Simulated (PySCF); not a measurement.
C$_{4}$H$_{7}$, doublet, at a GFN2-xTB geometry, with bond 9-8 at 1.6 times its length. Base run: SVWN5/STO-3G (PySCF).

Geometry (Å):
```xyz
11

C     -0.0158     0.0115     1.4989
C     -0.0022     0.0237     0.2049
H     -0.0222    -0.6913     2.2979
C      0.0027     1.2916    -0.6073
H     -0.0066     2.1640     0.0394
H      0.8909     1.3276    -1.2369
H     -0.8722     1.3225    -1.2555
C      0.0103    -1.2416    -0.6422
H      0.0039    -2.6633     0.3577
H     -0.8674    -1.2547    -1.2861
H      0.9015    -1.2496    -1.2675
```
Charge 0, spin multiplicity 2.
Orbitals are unrestricted.
All else is at PySCF's defaults.
Base energy -153.00585 Eh.

The base run was repeated with changes; each row names its change, and settings that it needs were set with it.

| change | ΔE vs base (mEh) | SCF cycles | <S^2> | outcome |
|---|---|---|---|---|
| base | 0.000 | 12 | 0.760 | converged |
| conv_tol = 1e-11 | 0.000 | 14 | 0.760 | converged |
| diis_space = 12 | 0.000 | 12 | 0.760 | converged |
| init_guess = atom | 0.000 | 12 | 0.760 | converged |
| DIIS = EDIIS | - | 50 | - | not converged |
| conv_tol = 1e-7 | 0.000 | 10 | 0.760 | converged |
| level_shift = 0.3 (with mf.max_cycle = 100) | 0.000 | 16 | 0.760 | converged |
| level_shift = 1.0 (with mf.max_cycle = 100) | 0.000 | 39 | 0.760 | converged |
| conv_tol_grad = 1e-3 | 0.000 | 12 | 0.760 | converged |
| init_guess = 1e | 0.000 | 16 | 0.760 | converged |
| init_guess = huckel | 0.000 | 12 | 0.760 | converged |
| solver = newton; init_guess = 1e | 0.000 | - | 0.760 | converged |
| init_guess = vsap | 0.000 | 14 | 0.760 | converged |

Open shells are given as the SCF converged; they aren't shown to be the lowest states, and a large step between rows can be another state.
